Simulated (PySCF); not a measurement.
**Al⁺: excitation energy**

Al⁺ [Ne] 3s2 (1S) → Al⁺ [Ne] 3s1 3d1 (3D), as a difference of total energies. Calculation: PySCF 2.14, in dyall-av3z (19s12p3d2f, 84 functions); the spin-free X2C one-electron Hamiltonian (Gaussian nucleus). Correlated levels: valence: [Ne] frozen; virtual orbitals above 40 to 60 times the deepest correlated orbital energy dropped. The calculations carry no spin-orbit coupling.

| method | excitation energy (cm⁻¹) |
| --- | --- |
| UHF | 88123 |
| LDA | 91411 |
| PBE | 89349 |
| PBE0 | 90336 |
| r2SCAN | 88760 |
| BHandHLYP | 93749 |
| TPSSh | 89515 |
| wB97M-V | 95078 |
| TPSS | 88949 |
| MP2 (valence) | 93406 |
| SCS-MP2 (valence) | 95319 |

Errors of the correlated levels include the incompleteness of this basis and the frozen core.

For comparison: 95550 cm⁻¹ (measured; NIST levels, between the centres of gravity of the two terms).
